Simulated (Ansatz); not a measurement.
Start from `[OH][AlH][OH]` and change one atom or group to get `[OH][Al]([OH])[SeH]`.

Ansatz, PBE0-D4/def2-TZVP geometries, multiplicity 1. Each molecule was computed in one conformer, which needn't be the lowest.

Scalar relativity is left out up to krypton.

```json
{"property": "size of the dipole moment (B3LYP/def2-TZVPP) / D", "`[OH][AlH][OH]`": "2.39"}
{"property": "ideal-gas entropy at 298 K and 1 bar (rigid rotor, harmonic PBE0-D4/def2-TZVP) / J/(mol·K)", "`[OH][AlH][OH]`": "279"}
{"property": "size of the dipole moment (ωB97M-V/def2-TZVPP) / D", "`[OH][AlH][OH]`": "2.43"}
{"property": "zero-point energy (PBE0-D4/def2-TZVP) / kJ/mol", "`[OH][AlH][OH]`": "89.3"}
{"property": "HOMO–LUMO gap (PBE/def2-TZVPP) / eV", "`[OH][AlH][OH]`": "6.43"}
{"property": "LUMO energy (ωB97M-V/def2-TZVPP) / eV", "`[OH][AlH][OH]`": "1.39"}
```

Question: Give the same properties after the change, and the shifts. (Best estimate.)

Answer: Ansatz gave: 
| property | `[OH][Al]([OH])[SeH]` | shift |
| --- | --- | --- |
| size of the dipole moment (B3LYP/def2-TZVPP) / D | 1.38 | -1.01 |
| ideal-gas entropy at 298 K and 1 bar (rigid rotor, harmonic PBE0-D4/def2-TZVP) / J/(mol·K) | 349 | 70 |
| size of the dipole moment (ωB97M-V/def2-TZVPP) / D | 1.33 | -1.10 |
| zero-point energy (PBE0-D4/def2-TZVP) / kJ/mol | 93.5 | 4.2 |
| HOMO–LUMO gap (PBE/def2-TZVPP) / eV | 4.77 | -1.66 |
| LUMO energy (ωB97M-V/def2-TZVPP) / eV | 0.96 | -0.43 |

With PBE0 the HOMO rises by 1.69 eV and the LUMO falls by 0.50 eV, so the gap narrows by about 2.19 eV. PBE moves the HOMO by 1.17 eV and ωB97M-V by 2.05 eV. The zero-point energy changes by 4.2 kJ/mol with +3 modes. Dipoles are sizes alone; their direction can turn.

B3LYP here is the variant with VWN-RPA as its local correlation; programs differ in this.

Spin–orbit coupling is left out; it splits and shifts lone-pair levels of the heavy atoms by tenths of an eV.
